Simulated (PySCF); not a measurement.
C4HCl2F, SMILES C#CC(F)=C(Cl)Cl. Geometry: PBE0-D3(BJ)/def2-SVP. The structure was generated by enumeration, and PubChem lists no compound with its InChIKey, so it may never have been made.

Method: PBE0-D3(BJ)/def2-SVP (PySCF).

Harmonic wavenumbers (cm⁻¹): 102, 124, 232, 272, 283, 413, 436, 479, 629, 648, 671, 744, 959, 1025, 1331, 1703, 2239, 3486. Rotational constants (GHz): 2.396, 1.476, 0.9132; symmetry number 1.

Work out the zero-point energy and the ideal-gas rigid-rotor harmonic-oscillator thermochemistry at 298.15 K and 1 atm.

ZPE = ½ Σ hcν = ½ × 15775 cm⁻¹ = 22.55 kcal/mol. H − E(el) = 27.58 kcal/mol. Entropy in cal/(mol K): translation 40.70, rotation 28.99, vibration 15.49, total 85.17. G − E(el) = 2.18 kcal/mol. Cp = 25.66 cal/(mol K). Modes under 150 cm⁻¹ make the vibrational entropy uncertain.
